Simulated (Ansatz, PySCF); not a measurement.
Dissociation curve of CH3Li, SMILES [Li][CH3]. The C1–Li5 bond (C1 also carries H, H, H; Li5 carries nothing else) is pulled apart rigidly from the PBE0/def2-TZVP optimised geometry.

Computed with: UHF/cc-pVDZ (PySCF); RHF/cc-pVDZ (PySCF); UKS-BLYP = unrestricted BLYP/cc-pVDZ in PySCF; RKS-BLYP = restricted BLYP/cc-pVDZ run with PySCF 2.14.0; UKS-CAM-B3LYP = unrestricted CAM-B3LYP/cc-pVDZ run with PySCF; RKS-CAM-B3LYP = restricted CAM-B3LYP/cc-pVDZ (PySCF); UKS-r2SCAN = unrestricted r2SCAN/cc-pVDZ in PySCF; RKS-r2SCAN = PySCF with restricted r2SCAN/cc-pVDZ; UKS-PBE = unrestricted PBE/cc-pVDZ in Ansatz (a program for electronic structure); RKS-PBE = restricted PBE/cc-pVDZ (Ansatz); UKS-B3LYP/6-31G* = unrestricted B3LYP/6-31G*, spherical d in PySCF; RKS-B3LYP/6-31G* = restricted B3LYP/6-31G*, spherical d in PySCF; UKS-M06-2X/6-31G* = unrestricted M06-2X/6-31G*, spherical d run with PySCF; RKS-M06-2X/6-31G* = PySCF with restricted M06-2X/6-31G*, spherical d.

Scanned distances (Å): 1.46, 1.57, 1.67, 1.78, 1.85, 1.89, 1.96, 2.02, 2.06, 2.17, 2.29, 2.41, 2.62, 2.93, 3.28, 3.55, 3.94, 4.37, 4.81, 5.35, 5.87, 6.88.

Question: Where does the unrestricted solution first break spin symmetry (<S²> of 0.01 or more)?

Answer: UHF: between 2.41 and 2.62 Å; UKS-BLYP: between 2.93 and 3.28 Å; UKS-CAM-B3LYP: between 2.93 and 3.28 Å; UKS-r2SCAN: between 2.62 and 2.93 Å; UKS-PBE: between 2.93 and 3.28 Å; UKS-B3LYP/6-31G*: between 2.93 and 3.28 Å; UKS-M06-2X/6-31G*: between 2.93 and 3.28 Å.

```csv
R / Å,<S²> UHF,E(RHF) − E(UHF) / eV,<S²> UKS-BLYP,E(RKS-BLYP) − E(UKS-BLYP) / eV,<S²> UKS-CAM-B3LYP,E(RKS-CAM-B3LYP) − E(UKS-CAM-B3LYP) / eV,<S²> UKS-r2SCAN,E(RKS-r2SCAN) − E(UKS-r2SCAN) / eV,<S²> UKS-PBE,E(RKS-PBE) − E(UKS-PBE) / eV,<S²> UKS-B3LYP/6-31G*,E(RKS-B3LYP/6-31G*) − E(UKS-B3LYP/6-31G*) / eV,<S²> UKS-M06-2X/6-31G*,E(RKS-M06-2X/6-31G*) − E(UKS-M06-2X/6-31G*) / eV
1.46,0.00,0.000,0.00,0.000,0.00,0.000,0.00,0.000,0.00,0.000,0.00,0.000,0.00,0.000
1.57,0.00,0.000,0.00,0.000,0.00,0.000,0.00,0.000,0.00,0.000,0.00,0.000,0.00,0.000
1.67,0.00,0.000,0.00,0.000,0.00,0.000,0.00,0.000,0.00,0.000,0.00,0.000,0.00,0.000
1.78,0.00,0.000,0.00,0.000,0.00,0.000,0.00,0.000,0.00,0.000,0.00,0.000,0.00,0.000
1.85,0.00,0.000,0.00,0.000,0.00,0.000,0.00,0.000,0.00,0.000,0.00,0.000,0.00,0.000
1.89,0.00,0.000,0.00,0.000,0.00,0.000,0.00,0.000,0.00,0.000,0.00,0.000,0.00,0.000
1.96,0.00,0.000,0.00,0.000,0.00,0.000,0.00,0.000,0.00,0.000,0.00,0.000,0.00,0.000
2.02,0.00,0.000,0.00,0.000,0.00,0.000,0.00,0.000,0.00,0.000,0.00,0.000,0.00,0.000
2.06,0.00,0.000,0.00,0.000,0.00,0.000,0.00,0.000,0.00,0.000,0.00,0.000,0.00,0.000
2.17,0.00,0.000,0.00,0.000,0.00,0.000,0.00,0.000,0.00,0.000,0.00,0.000,0.00,0.000
2.29,0.00,0.000,0.00,0.000,0.00,0.000,0.00,0.000,0.00,0.000,0.00,0.000,0.00,0.000
2.41,0.00,0.000,0.00,0.000,0.00,0.000,0.00,0.000,0.00,0.000,0.00,0.000,0.00,0.000
2.62,0.39,0.036,0.00,0.000,0.00,0.000,0.00,0.000,0.00,0.000,0.00,0.000,0.00,0.000
2.93,0.76,0.382,0.00,0.000,0.00,0.000,0.13,0.011,0.00,0.000,0.00,0.000,0.00,0.000
3.28,0.89,0.856,0.17,0.007,0.36,0.051,0.40,0.092,0.22,0.021,0.36,0.054,0.11,0.007
3.55,0.94,1.215,0.36,0.044,0.59,0.182,0.56,0.191,0.40,0.069,0.54,0.148,0.32,0.061
3.94,0.97,1.694,0.55,0.125,0.79,0.431,0.72,0.352,0.59,0.166,0.71,0.317,0.87,0.346
4.37,0.99,2.156,0.70,0.227,0.90,0.724,0.84,0.524,0.73,0.283,0.84,0.512,0.95,0.678
4.81,1.00,2.558,0.79,0.325,0.96,1.004,0.91,0.679,0.82,0.397,0.91,0.696,0.98,0.970
5.35,1.00,2.961,0.85,0.424,0.99,1.296,0.96,0.832,0.88,0.513,0.96,0.885,0.99,1.257
5.87,1.01,3.272,0.89,0.497,1.00,1.519,0.98,0.942,0.92,0.598,0.99,1.027,1.00,1.472
6.88,1.01,3.709,0.93,0.585,1.00,1.821,1.00,1.072,0.96,0.701,1.00,1.202,1.00,1.746
```
